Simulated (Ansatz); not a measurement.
CH$_{5}$FOSSi$_{2}$, SMILES `F[SiH]([SiH3])OC=S`. Charge 0, multiplicity 1. The geometry is a stationary point of PBE0-D4/def2-TZVP. It is one conformer, not always the lowest.

```xyz
11

F    -2.237   -0.293   -0.448
Si   -1.018   -0.169    0.574
Si    0.683   -1.638   -0.100
O    -0.509    1.421    0.570
C     0.251    2.008   -0.353
S     0.682    3.553   -0.323
H    -1.538   -0.371    1.941
H     1.083   -1.357   -1.504
H     0.177   -3.030    0.005
H     1.854   -1.459    0.797
H     0.573    1.337   -1.158
```

What is the dipole moment at PBE/def2-TZVPP? (An estimate is asked.)

Computed: 3.09 D, with components (0.44, -3.04, 0.32) D in this frame, pointing from negative to positive charge.

And with r2SCAN, B3LYP, ωB97M-V? (Estimate.)

Ansatz gave: r2SCAN 3.25 D, B3LYP 3.24 D, ωB97M-V 3.26 D.

Give the Mulliken charges with PBE, r2SCAN, B3LYP in def2-TZVPP. (Best estimate.)

The calculation gave: 
```tsv
atom	PBE	r2SCAN	B3LYP
F1	-0.26	-0.30	-0.31
Si2	0.54	0.63	0.63
Si3	0.04	0.11	0.10
O4	-0.17	-0.25	-0.24
C5	0.09	0.11	0.09
S6	-0.19	-0.19	-0.19
H7	-0.07	-0.07	-0.07
H8	-0.02	-0.04	-0.04
H9	-0.03	-0.05	-0.04
H10	-0.02	-0.04	-0.04
H11	0.09	0.09	0.11
```

B3LYP here is the variant with VWN-RPA as its local correlation; programs differ in this.
